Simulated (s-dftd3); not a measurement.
I4Ta (SMILES [I][Ta+]([I])([I])[I]), charge +1, singlet, geometry from GFN2-xTB (such geometries of metal compounds can be far from the true shape) (the multiplicity is a formal guess); D3(bj) for tpssh (s-dftd3).

Here is a job for s-dftd3.
```
$ s-dftd3 mol.xyz --bj tpssh --json dftd3.json --noedisp --grad

# file mol.xyz
5

Ta    -0.00000000     0.00000000     0.00000000
I      2.11003522    -0.60975355    -1.50846892
I      0.78869445     0.38742437     2.51543036
I     -1.14079482     2.22296751    -0.92548858
I     -1.75793485    -2.00063833    -0.08147287
```

The log (banner, timings and long lists left out):

```
-----------------------------------
 s i m p l e   D F T - D 3  v1.4.0
-----------------------------------

Rational (Becke-Johnson) damping: tpssh-D3(BJ)
---------------------
  s6         1.0000
  s8         2.2382
  s9         0.0000
  a1         0.4529
  a2         4.6550
 alp        14.0000
--------------------

Dispersion energy:      -1.6807718153301E-02 Eh

Gradient norm:           2.4108843672906E-03 Eh/a0
--------------------------------------------------
     #    Z           dE/dx      dE/dy      dE/dz
--------------------------------------------------
     1   73 Ta   -5.217E-14  9.465E-14  2.290E-13
     2   53 I     9.546E-04 -2.759E-04 -6.824E-04
     3   53 I     3.568E-04  1.753E-04  1.138E-03
     4   53 I    -5.161E-04  1.006E-03 -4.187E-04
     5   53 I    -7.953E-04 -9.051E-04 -3.686E-05
--------------------------------------------------

Virial:
--------------------------------------------------
      component           x          y          z
--------------------------------------------------
          x       8.093E-03  6.187E-12 -9.548E-12
          y       6.187E-12  8.093E-03  3.847E-12
          z      -9.548E-12  3.847E-12  8.093E-03
--------------------------------------------------

[Info] JSON dump of results written to 'dftd3.json'
```
